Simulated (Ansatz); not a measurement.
Consider the formal exchange of groups at a C–Cl bond: `Cl/C=C/CCl` + SiH₄ → `[SiH3]C/C=C/Cl` + HCl.

Computed with Ansatz on PBE0-D4/def2-TZVP structures; ΔE is electronic, products minus reactants. CBS: MP2 limit from def2 TZ/QZ plus the TZ coupled-cluster correction, frozen cores. This one scheme is used for every species. Double bonds are as drawn, so ΔE can hold a change between cis and trans. Functionals use def2-TZVPP. B3LYP here is the variant with VWN-RPA as its local correlation; programs differ in this. Each species was taken in one conformer, which may not be the lowest.

```json
{"level": "PBE-D4", "ΔE (kJ/mol)": "-54.4", "difference from CCSD(T)/CBS": "4.1"}
{"level": "B3LYP-D4", "ΔE (kJ/mol)": "-53.4", "difference from CCSD(T)/CBS": "5.1"}
{"level": "ωB97M-V", "ΔE (kJ/mol)": "-57.6", "difference from CCSD(T)/CBS": "0.9"}
{"level": "r2SCAN", "ΔE (kJ/mol)": "-55.9", "difference from CCSD(T)/CBS": "2.6"}
{"level": "PBE0", "ΔE (kJ/mol)": "-55.3", "difference from CCSD(T)/CBS": "3.2"}
{"level": "B3LYP", "ΔE (kJ/mol)": "-49.2", "difference from CCSD(T)/CBS": "9.3"}
{"level": "HF/def2-TZVPP", "ΔE (kJ/mol)": "-48.0", "difference from CCSD(T)/CBS": "10.5"}
{"level": "CCSD(T)/def2-TZVPP", "ΔE (kJ/mol)": "-58.2", "difference from CCSD(T)/CBS": "0.3"}
{"level": "HF/def2-QZVPP", "ΔE (kJ/mol)": "-48.2", "difference from CCSD(T)/CBS": "10.3"}
{"level": "MP2/CBS(def2)", "ΔE (kJ/mol)": "-60.9", "difference from CCSD(T)/CBS": "-2.4"}
{"level": "CCSD(T)/CBS", "ΔE (kJ/mol)": "-58.5", "difference from CCSD(T)/CBS": "0"}
```

Largest T1 diagnostic among the species: 0.011.

In def2-TZVPP, CCSD(T) changes the Hartree–Fock value by −10.2 kJ/mol (the triples alone add +0.4 kJ/mol) and MP2 by −12.7 kJ/mol. From PBE to PBE0 (25 % exact exchange), in def2-TZVPP and without D4, ΔE moves by −3.6 kJ/mol. The D4 term adds −4.1 kJ/mol with B3LYP and −2.5 kJ/mol with PBE0; it sums over pairs of atoms, weighted by their polarisabilities, and B3LYP, whose exchange is more repulsive, gets the larger term.
